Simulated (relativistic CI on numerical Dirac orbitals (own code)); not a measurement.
# Ligand-field terms of d3

Computed with a parametric ligand-field model of a d^n configuration (Racah B and C, spin-orbit zeta, crystal field), exact diagonalisation.

Field parameters in Wybourne normalisation: D3d B²₀ = −7Dσ, B⁴₀ = −14Dq − 21Dτ, B⁴₃ = −14√(10/7) Dq; D4h B²₀ = −7Ds, B⁴₀ = 21(Dq − Dt), B⁴₄ = 21√(5/14) Dq; Oh B⁴₀ = 21Dq, B⁴₄ = √(5/14) B⁴₀; Td as Oh with Dq negative (B⁴₀ = 21Dq, B⁴₄ = √(5/14) B⁴₀). The field is a parameter set, without covalency.

Ground term and bands for B = 680, C = 2840, ζ = 0 cm⁻¹, D4h, 10Dq = 7400, Ds = 1540, Dt = -440 cm⁻¹?

Ground term 4B1 with 0.00 electrons in the two orbitals of the cubic e set. Spin-allowed: 4B2 7400 cm⁻¹ (1351 nm), 4A2 10557 cm⁻¹ (947 nm), 4E 10908 cm⁻¹ (917 nm), 4E 16589 cm⁻¹ (603 nm). Lowest spin-forbidden: 2E 9935 cm⁻¹ (1007 nm), 2A1 12912 cm⁻¹ (774 nm), 2B1 13371 cm⁻¹ (748 nm).

Ground term and bands for B = 760, C = 2760, ζ = 0 cm⁻¹, Oh, 10Dq = 20800 cm⁻¹?

Ground term 4A2 with 0.00 electrons in the two orbitals of the cubic e set. Spin-allowed: 4T2 20800 cm⁻¹ (481 nm), 4T1 28562 cm⁻¹ (350 nm), 4T1 45238 cm⁻¹ (221 nm). Lowest spin-forbidden: 2E 13910 cm⁻¹ (719 nm), 2T1 14600 cm⁻¹ (685 nm), 2T2 21403 cm⁻¹ (467 nm). With an A2 ground term the first spin-allowed band lies at |10Dq| itself.

Ground term and bands for B = 590, C = 2150, ζ = 0 cm⁻¹, D3d, 10Dq = 34900, Dσ = -680, Dτ = 420 cm⁻¹?

Ground term 4A2 with 0.00 electrons in the two orbitals of the cubic e set. Spin-allowed: 4A1 36457 cm⁻¹ (274 nm), 4E 36758 cm⁻¹ (272 nm), 4A2 42478 cm⁻¹ (235 nm), 4E 43801 cm⁻¹ (228 nm). Lowest spin-forbidden: 2E 11035 cm⁻¹ (906 nm), 2E 11363 cm⁻¹ (880 nm), 2A2 11790 cm⁻¹ (848 nm).

Ground term and bands for B = 630, C = 2320, ζ = 0 cm⁻¹, D4h, 10Dq = 18350, Ds = 3000, Dt = -420 cm⁻¹?

Ground term 4B1 with 0.00 electrons in the two orbitals of the cubic e set. Spin-allowed: 4A2 15605 cm⁻¹ (641 nm), 4B2 18350 cm⁻¹ (545 nm), 4E 20629 cm⁻¹ (485 nm), 4E 33741 cm⁻¹ (296 nm). Lowest spin-forbidden: 2E 4245 cm⁻¹ (2356 nm), 2A1 11359 cm⁻¹ (880 nm), 2B1 11820 cm⁻¹ (846 nm).

Ground term and bands for B = 710, C = 3420, ζ = 0 cm⁻¹, Td, 10Dq = -1800 cm⁻¹?

Ground term 4T1 with 1.85 electrons in the two orbitals of the cubic e set. Spin-allowed: 4T2 1484 cm⁻¹, 4A2 3284 cm⁻¹ (3045 nm), 4T1 11818 cm⁻¹ (846 nm). Lowest spin-forbidden: 2E 12987 cm⁻¹ (770 nm), 2T2 13715 cm⁻¹ (729 nm), 2T1 13869 cm⁻¹ (721 nm).
